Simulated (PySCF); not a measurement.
Calculation: TPSSh-D3(BJ)/def2-TZVP // r2SCAN-D4/def2-SVP run with PySCF. Isolated molecules, 0 K electronic values unless said otherwise. One relaxed conformer stands for a flexible species; it need not be the lowest. 

Reference species: [Zr(NH2)4] (neutral, multiplicity 1).

```
Quantity                                 Result
-------------------------------------  --------
coordination number                           4
HOMO                                   -5.93 eV
HOMO–LUMO gap                           5.61 eV
charge on the central atom (Mulliken)    1.73 e
```

Changed species: [Zr(NH2)2(Br)2] (2 of 4 NH2 replaced by Br; the reference has 0 of 4 NH2 replaced by Br).

Question: Predict the effect on the coordination number, HOMO, HOMO–LUMO gap and charge on the central atom (Mulliken).

Answer: the coordination number is nearly the same; the HOMO falls by 1.08 eV, to -7.01 eV; the HOMO–LUMO gap decreases by 0.62 eV, to 4.99 eV; the charge on the central atom (Mulliken) falls by 0.22 e, to 1.51 e.
